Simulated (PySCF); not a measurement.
# Telling isomers of C$_{6}$H$_{10}$O$_{2}$ apart by NMR

Calculated, not measured (PySCF 2.14): J: B3LYP/pcJ-1 (spin–dipole term left out of most H,H and C,H couplings), shielding tensors at PBE0/pcSseg-1 (GIAO), geometry: PBE0-D3(BJ)/def2-SVP. No relativistic terms, equivalent nuclei averaged, no solvent, one computed conformer.

Chemical shifts δ = σref − σ; ¹H (σ = 31.27 ppm), ¹³C (σ = 184.41 ppm) vs TMS, all at this level. Multiplet labels drop J under 1 Hz and among equivalent protons, and merge close values. Unscaled 3J(H,H) run several per cent high. Vicinal couplings that depend on rotamer populations or ring flexing (ring, CH–CH, X–H and H–F types) are those of the one conformer. Shifts are as computed. Against solution values, carbons near 30 ppm lie about +2 ppm off and those near 130 ppm about +5 ppm. Of 1313 compounds with measured shifts, 239 miss one by over three times the rms of a fit or turn the order of signals round; such compounds aren't used in these exercises.

(1) Tabulate the signals of `CC(=O)C(C)C(C)=O`, `C=C[C@@H](C)OC(C)=O` and their relative energies.

(2) What is the quickest way to tell CC(=O)C(C)C(C)=O from C=C[C@@H](C)OC(C)=O?

Answers

(1) 
| SMILES | carbon types | δC | δH | E rel. (kcal/mol) |
| --- | --- | --- | --- | --- |
| CC(=O)C(C)C(C)=O | 2×C 1×CH 3×CH3 | 208.5, 67.5, 28.1, 13.8 | 3.39 (q, 1H), 2.13 (s, 6H), 1.28 (d, 3H) | 0.0 |
| C=C[C@@H](C)OC(C)=O | 1×C 2×CH 1×CH2 2×CH3 | 173.5, 148.0, 124.3, 74.2, 22.5, 22.1 | 6.16 (ddd, 1H), 5.49 (dd, 1H), 5.37 (dd, 1H), 4.99 (dq, 1H), 1.98 (s, 3H), 1.23 (d, 3H) | 6.4 |

Energies are electronic energies at PBE0/pcSseg-1 on these geometries, without zero-point or thermal terms, each for the one conformer computed, which needn't be the lowest.

(2) Count the carbon signals: 4 against 6. The first has a ketone carbonyl carbon (C) at 208.5 ppm, the second an alkene CH at 148.0 ppm. Their most deshielded carbons lie at 208.5 and 173.5 ppm. In the proton spectra the most deshielded non-exchanging signals are 3.39 (q, J = 7.8 Hz, 1H) and 6.16 (ddd, J = 18.4, 11.4, 10.7 Hz, 1H).
